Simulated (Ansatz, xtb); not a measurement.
## Two isomers of Cl2H2Se2Si

We compare a, `Cl[SiH](Cl)[Se][SeH]`, a singlet, with b, `Cl[Si](Cl)([SeH])[SeH]`, a singlet. Both are isolated molecules in the gas phase, relaxed with PBE0-D4/def2-SVP; the shapes shown needn't be the lowest conformers.

a (Å):

```xyz
7

Cl    5.5826    0.0286   -1.7167
Cl    2.2488   -0.1243   -2.0130
Se    3.7320    1.8434    0.5756
Se    1.7524    1.1749    1.6499
Si    3.8099   -0.0485   -0.6735
H     3.7617   -1.2721    0.1587
H     0.8470    1.6678    0.5950
```

b (Å):

```xyz
7

Cl   -0.4912    2.0769   -2.0956
Cl   -1.9026   -0.0087    0.0603
Se   -2.2464    3.4331    0.7514
Se    1.0634    1.8563    0.9497
Si   -0.9336    1.8032   -0.1047
H    -3.4741    2.8436    0.1899
H     0.4327    1.6299    2.2615
```

Quicker runs give these differences E(b) − E(a): GFN2-xTB +51.1 kJ/mol; HF/STO-3G −30.6 kJ/mol (at GFN2-xTB geometries); r2SCAN-D4/def2-SVP −62.6 kJ/mol (at GFN2-xTB geometries).

**Question.** Which of the two would you expect CCSD(T)/def2-SVP + ΔMP2/def2-TZVPP electronic energies to favour?

**Answer.** Structure b; the calculation gives E(b) − E(a) = −55.3 kJ/mol.

Level by level:

```
                             level          geometry  E(b) − E(a) (kJ/mol)  departure from the last row (kJ/mol)  job, with rough time for the two
                          GFN2-xTB          GFN2-xTB                   +51.1                                +106.4              optimisation, 0.33 s
                         HF/STO-3G          GFN2-xTB                   −30.6                                 +24.7                 single point, 1 s
                r2SCAN-D4/def2-SVP          GFN2-xTB                   −62.6                                  −7.3               single point, 6.6 s
                  PBE0-D4/def2-SVP  PBE0-D4/def2-SVP                   −58.5                                  −3.2                optimisation, 73 s
                       HF/def2-SVP  PBE0-D4/def2-SVP                   −53.1                                  +2.3           part of the CCSD(T) run
                      MP2/def2-SVP  PBE0-D4/def2-SVP                   −63.7                                  −8.3           part of the CCSD(T) run
                  CCSD(T)/def2-SVP  PBE0-D4/def2-SVP                   −57.8                                  −2.5                      single point
CCSD(T)/def2-SVP + ΔMP2/def2-TZVPP  PBE0-D4/def2-SVP                   −55.3                                                      single point, 76 s
```

As drawn, b has 1 Se–Si, 1 Se–H in place of 1 Se–Se, 1 Si–H.

GFN2-xTB puts the two in the other order. The largest departure from CCSD(T)/def2-SVP + ΔMP2/def2-TZVPP is that of GFN2-xTB, 106.4 kJ/mol. The last row adds to CCSD(T) the change of the MP2 difference between the two basis sets, here +2.5 kJ/mol.

With thermal terms from frequencies at re-optimised GFN2-xTB minima (ideal gas, soft modes damped towards free rotors, one conformer each, 298.15 K, 1 atm): on the last row, ΔE + ΔZPE = −59.5, ΔH = −57.9, ΔG = −62.4 kJ/mol.

The correlated steps freeze 33 core orbitals; the filled d shell of Se is correlated, in a basis made for valence electrons. Codes used: Ansatz 0.2.0, xtb 6.7.1; the last row on 2 threads of Arm Neoverse V1 on a shared host.
